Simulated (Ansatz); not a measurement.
Species: H$_{2}$AlI, SMILES `[AlH2][I]` with one electron removed (charge 1, multiplicity 2), formula H₂AlI.

How many basis functions does frozen-core CCSD(T)/def2-TZVPP // B3LYP-D3(BJ)/def2-TZVP run with Ansatz (a quantum-chemistry and plane-wave program) use, how many core orbitals are frozen, and how many electrons are correlated?

120 basis functions and 9 frozen orbitals, which leaves 21 correlated electrons (filled d shells below the valence shell are correlated). Core time is of the order of minutes.
